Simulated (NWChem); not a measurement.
Everything below was run with NWChem. System: H$_{3}$ISi, charge 0, spin multiplicity 1, at a geometry optimised with PBE0/def2-SVP with def2 effective core potentials on I. The structure started from a generated list of species. Level: CIS/def2-SVPD with def2 effective core potentials on I.

Part of the output:

```
             Northwest Computational Chemistry Package (NWChem) 7.3.0
             --------------------------------------------------------

                                NWChem Input Module
                                -------------------

 Scaling coordinates for geometry "geometry" by  1.889725989
 (inverse scale =  0.529177249)

 Turning off AUTOSYM since
 SYMMETRY directive was detected!

                             Geometry "geometry" -> ""
                             -------------------------

 Output coordinates in angstroms (scale by  1.889725989 to convert to a.u.)

  No.       Tag          Charge          X              Y              Z
 ---- ---------------- ---------- -------------- -------------- --------------
    1 Si                  14.0000     1.83358900     0.03791300     0.00000000
    2 I                   53.0000    -0.61494600    -0.01271400     0.00000000
    3 H                    1.0000     2.29270100     0.75345400     1.22270300
    4 H                    1.0000     2.29270100     0.75345400    -1.22270300
    5 H                    1.0000     2.33648400    -1.36383600     0.00000000

 Effective nuclear repulsion energy (a.u.)     201.8210681346

            Nuclear Dipole moment (a.u.)
            ----------------------------
        X                 Y               Z
 ---------------- ---------------- ----------------
    -0.0000113384     0.0000226767     0.0000000000

      Symmetry information
      --------------------

 Group name             Cs
 Group number              2
 Group order               2
 No. of unique centers     4

      Symmetry unique atoms

     1    2    3    5


 Summary of "ao basis" -> "" (spherical)
 ------------------------------------------------------------------------------
       Tag                 Description            Shells   Functions and Types
 ---------------- ------------------------------  ------  ---------------------
 *                         def2-svpd                  on all atoms

 Summary of "ao basis" -> "ao basis" (spherical)
 ------------------------------------------------------------------------------
       Tag                 Description            Shells   Functions and Types
 ---------------- ------------------------------  ------  ---------------------
 Si                        def2-svpd                10       24   5s3p2d
 I                         def2-svpd                13       35   5s5p3d
 H                         def2-svpd                 4        8   2s2p

 Summary of "ao basis" -> "ao basis" (spherical)
 ------------------------------------------------------------------------------
       Tag                 Description            Shells   Functions and Types
 ---------------- ------------------------------  ------  ---------------------
 Si                        def2-svpd                10       24   5s3p2d
 I                         def2-svpd                13       35   5s5p3d
 H                         def2-svpd                 4        8   2s2p

      Symmetry analysis of basis
      --------------------------

        a'         55
        a"         28

            General Information
            -------------------
          SCF calculation type: DFT
          Wavefunction type:  closed shell.
          No. of atoms     :     5
          No. of electrons :    42
           Alpha electrons :    21
            Beta electrons :    21
          Charge           :     0
          Spin multiplicity:     1
          Use of symmetry is: off; symmetry adaption is: on
          Maximum number of iterations: 100
          AO basis - number of functions:    83
                     number of shells:    35
          Convergence on energy requested:  1.00D-06
          Convergence on density requested:  1.00D-05
          Convergence on gradient requested:  5.00D-04

              XC Information
              --------------
                     Hartree-Fock (Exact) Exchange  1.000

          Convergence Information
          -----------------------
          Convergence aids based upon iterative change in
          total energy or number of iterations.
          Levelshifting, if invoked, occurs when the
          HOMO/LUMO gap drops below (HL_TOL):  1.00D-02
[...]
    9     43       2     0.62E-02   0.14E-03        3.9
   10     46       4     0.43E-02   0.21E-04        3.9
   11     47       4     0.61E-02   0.21E-04        3.3
   12     48       4     0.47E-01   0.13E-02        3.4
   13     49       4     0.21E-01   0.12E-02        3.3
   14     50       4     0.12E-01   0.31E-03        4.6
   15     51       4     0.45E-02   0.50E-04        4.7
   16     52       4     0.21E-02   0.56E-05        4.0
   17     53       4     0.53E-03   0.72E-06        3.6
   18     54       4     0.14E-03   0.63E-07        3.4
   19     55       5     0.86E-04   0.47E-08        4.0
  ----  ------  ------  ---------  ---------  ---------
  Convergence criterion met

  Ground state a'       -587.274634607767 a.u.

  ----------------------------------------------------------------------------
  Root   1 singlet a'             0.234956772 a.u.                6.3935 eV
  ----------------------------------------------------------------------------
     Transition Moments    X -0.00532   Y  0.25745   Z  0.00000
     Transition Moments   XX  0.00884  XY -0.21239  XZ -0.00000
     Transition Moments   YY -0.15276  YZ  0.00000  ZZ  0.14392
     Dipole Oscillator Strength                    0.0103864090
     Electric Quadrupole                           0.0000000046
     Magnetic Dipole                               0.0000000100
     Total Oscillator Strength                     0.0103864236

          sigma_e =   2.5410 Angstrom
          sigma_h =   1.5916 Angstrom
         |d_h->e| =   0.5793 Angstrom
            d_exc =   2.9996 Angstrom
            d_CD1 =   1.5287 Angstrom
            d_CD2 =  -1.4870 Angstrom
            d_CD3 =   3.5789 Angstrom
     Pearson C.C. =   0.0405

     Occ.   21  a'  ---  Virt.   22  a'      -0.84094
     Occ.   21  a'  ---  Virt.   23  a'      -0.08537
     Occ.   21  a'  ---  Virt.   26  a'      -0.27800
     Occ.   21  a'  ---  Virt.   29  a'       0.37345
     Occ.   21  a'  ---  Virt.   32  a'       0.19336
     Occ.   21  a'  ---  Virt.   38  a'      -0.07039
     Occ.   21  a'  ---  Virt.   44  a'      -0.07597
  ----------------------------------------------------------------------------
  Root   2 singlet a"             0.234957035 a.u.                6.3935 eV
  ----------------------------------------------------------------------------
     Transition Moments    X -0.00000   Y  0.00000   Z -0.25749
     Transition Moments   XX  0.00000  XY -0.00000  XZ  0.21847
     Transition Moments   YY -0.00000  YZ -0.13953  ZZ  0.00000
     Dipole Oscillator Strength                    0.0103851739
     Electric Quadrupole                           0.0000000046
     Magnetic Dipole                               0.0000000100
     Total Oscillator Strength                     0.0103851886

          sigma_e =   2.5410 Angstrom
          sigma_h =   1.5916 Angstrom
         |d_h->e| =   0.5793 Angstrom
            d_exc =   2.9996 Angstrom
            d_CD1 =   1.5287 Angstrom
            d_CD2 =  -1.4870 Angstrom
            d_CD3 =   3.5789 Angstrom
     Pearson C.C. =   0.0405

     Occ.   20  a"  ---  Virt.   22  a'       0.84094
     Occ.   20  a"  ---  Virt.   23  a'       0.08537
     Occ.   20  a"  ---  Virt.   26  a'       0.27800
     Occ.   20  a"  ---  Virt.   29  a'      -0.37345
     Occ.   20  a"  ---  Virt.   32  a'      -0.19337
     Occ.   20  a"  ---  Virt.   38  a'       0.07039
     Occ.   20  a"  ---  Virt.   44  a'       0.07597
  ----------------------------------------------------------------------------
  Root   3 singlet a'             0.284695814 a.u.                7.7470 eV
  ----------------------------------------------------------------------------
     Transition Moments    X  0.01526   Y -0.73789   Z -0.00000
     Transition Moments   XX -0.08337  XY  2.01964  XZ  0.00000
     Transition Moments   YY -0.33771  YZ  0.00000  ZZ  0.42106
     Dipole Oscillator Strength                    0.1033848384
     Electric Quadrupole                           0.0000005195
     Magnetic Dipole                               0.0000027236
     Total Oscillator Strength                     0.1033880815

          sigma_e =   2.9873 Angstrom
          sigma_h =   1.6165 Angstrom
         |d_h->e| =   0.4031 Angstrom
            d_exc =   3.3406 Angstrom
            d_CD1 =   1.7740 Angstrom
            d_CD2 =  -1.8987 Angstrom
            d_CD3 =   3.7437 Angstrom
     Pearson C.C. =   0.0559

     Occ.   18  a'  ---  Virt.   29  a'      -0.05991
     Occ.   21  a'  ---  Virt.   23  a'      -0.76824
     Occ.   21  a'  ---  Virt.   26  a'       0.52766
     Occ.   21  a'  ---  Virt.   29  a'       0.31883
  ----------------------------------------------------------------------------
  Root   4 singlet a"             0.284696017 a.u.                7.7470 eV
  ----------------------------------------------------------------------------
     Transition Moments    X  0.00000   Y -0.00000   Z  0.73818
     Transition Moments   XX -0.00000  XY  0.00000  XZ -2.00347
     Transition Moments   YY -0.00000  YZ -0.46312  ZZ  0.00000
     Dipole Oscillator Strength                    0.1034216161
     Electric Quadrupole                           0.0000005196
     Magnetic Dipole                               0.0000027236
     Total Oscillator Strength                     0.1034248592

          sigma_e =   2.9873 Angstrom
          sigma_h =   1.6164 Angstrom
         |d_h->e| =   0.4031 Angstrom
            d_exc =   3.3406 Angstrom
            d_CD1 =   1.7740 Angstrom
            d_CD2 =  -1.8987 Angstrom
            d_CD3 =   3.7437 Angstrom
     Pearson C.C. =   0.0559

     Occ.   17  a"  ---  Virt.   29  a'      -0.05991
     Occ.   20  a"  ---  Virt.   23  a'       0.76825
     Occ.   20  a"  ---  Virt.   26  a'      -0.52767
     Occ.   20  a"  ---  Virt.   29  a'      -0.31884
  ----------------------------------------------------------------------------
  Root   5 singlet a"             0.305531626 a.u.                8.3139 eV
  ----------------------------------------------------------------------------
     Transition Moments    X -0.00000   Y -0.00000   Z  0.00003
     Transition Moments   XX -0.00000  XY -0.00000  XZ -0.00058
     Transition Moments   YY  0.00000  YZ  0.00017  ZZ  0.00000
     Dipole Oscillator Strength                    0.0000000002
     Electric Quadrupole                           0.0000000000
     Magnetic Dipole                               0.0000012293
     Total Oscillator Strength                     0.0000012295

          sigma_e =   2.4392 Angstrom
          sigma_h =   1.7009 Angstrom
         |d_h->e| =   0.9462 Angstrom
            d_exc =   3.0281 Angstrom
            d_CD1 =   1.6845 Angstrom
            d_CD2 =  -1.1239 Angstrom
            d_CD3 =   3.9742 Angstrom
     Pearson C.C. =   0.0685

     Occ.   17  a"  ---  Virt.   27  a'       0.07357
     Occ.   18  a'  ---  Virt.   28  a"       0.07356
     Occ.   20  a"  ---  Virt.   25  a'      -0.05112
     Occ.   20  a"  ---  Virt.   27  a'      -0.65511
     Occ.   20  a"  ---  Virt.   31  a'      -0.15808
     Occ.   20  a"  ---  Virt.   35  a'       0.15768
     Occ.   20  a"  ---  Virt.   42  a'       0.05052
     Occ.   21  a'  ---  Virt.   24  a"       0.05101
     Occ.   21  a'  ---  Virt.   28  a"       0.65468
     Occ.   21  a'  ---  Virt.   30  a"      -0.15793
     Occ.   21  a'  ---  Virt.   36  a"       0.15758
     Occ.   21  a'  ---  Virt.   41  a"       0.05049

              Target root =      1
          Target symmetry = none
      Ground state energy =   -587.274634607767
        Excitation energy =      0.234956771931
     Excited state energy =   -587.039677835836

  stored tddft:energy   -587.03967783583641

 Task  times  cpu:       82.7s     wall:       82.7s

 Total times  cpu:       82.7s     wall:       82.7s
```

Problem. Write an NWChem input that would produce this output.

Solution. Several could match; the one computed here: 
```
start mol
memory heap 200 mb stack 900 mb global 1100 mb
geometry units angstroms nocenter noautoz
  Si     1.833589     0.037913     0.000000
  I     -0.614946    -0.012714     0.000000
  H      2.292701     0.753454     1.222703
  H      2.292701     0.753454    -1.222703
  H      2.336484    -1.363836     0.000000
  symmetry group Cs
end
basis spherical
  * library def2-svpd
end
ecp
  I library def2-ecp
end
dft
  xc hfexch
  semidirect memsize 60000000 filesize 0
  iterations 100
end
tddft
  cis
  nroots 5
  notriplet
  thresh 1e-4
end
task tddft energy
```
